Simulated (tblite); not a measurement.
A tight-binding relaxation on `BC1=C(Cl)CC1`.

Computed with GFN2-xTB geometry optimisation, gas phase (tblite 0.8.0). Start geometry: from a force field or distance geometry. A driver script takes a list of jobs; this job's settings line and coordinates (Å) are shown.

Command:
```bash
OMP_NUM_THREADS=1 python probes_run.py task.json out
```

Input:
```
{"job": {"kind": "relax", "xc": "GFN2-xTB", "basis": "xTB"}, "charge": 0, "multiplicity": 1}
B      2.092700    -0.288200     0.141600
C      0.542600    -0.023900     0.024000
C     -0.242800     1.104500    -0.070800
Cl     0.055700     2.841100    -0.151700
C     -1.483400     0.261300    -0.100000
C     -0.666700    -0.904800     0.000700
H      2.837600     0.627900     0.139000
H      2.499400    -1.385500     0.228700
H     -2.123500     0.433800     0.782300
H     -2.016700     0.340500    -1.077700
H     -0.688500    -1.550700    -0.904600
H     -0.805100    -1.456700     0.962400
```

Output:
```
step      E/eV     max force
  0    -471.82830    4.756
  1    -472.14899    1.292
  2    -472.21189    0.856
  3    -472.27944    0.429
  4    -472.29174    0.342
  5    -472.30915    0.260
  6    -472.31492    0.267
  7    -472.31977    0.157
  8    -472.32130    0.073
  9    -472.32189    0.054
... (6 lines left out)
 16    -472.32298    0.042
 17    -472.32324    0.052
 18    -472.32349    0.041
 19    -472.32363    0.020
 20    -472.32369    0.025
 21    -472.32373    0.027
 22    -472.32379    0.024
 23    -472.32384    0.019
 24    -472.32388    0.015
 25    -472.32389    0.010
```

«max force» is the largest atomic force in eV/Å.

From which step on does the largest force stay under 0.1 eV/Å, and how much energy is left to gain from there?

From step 8 (0.073 eV/Å), 2.6 meV above the end.

Main results: energy lowered by 11.4 kcal/mol over 25 steps; largest atomic force 0.010 eV/Å at the end.

Hardware: an Arm Neoverse N1 with one thread, on a shared host. Cost: 0.22 s wall.
Labels such as C1 count atoms from 1, the log's own numbers from 0.
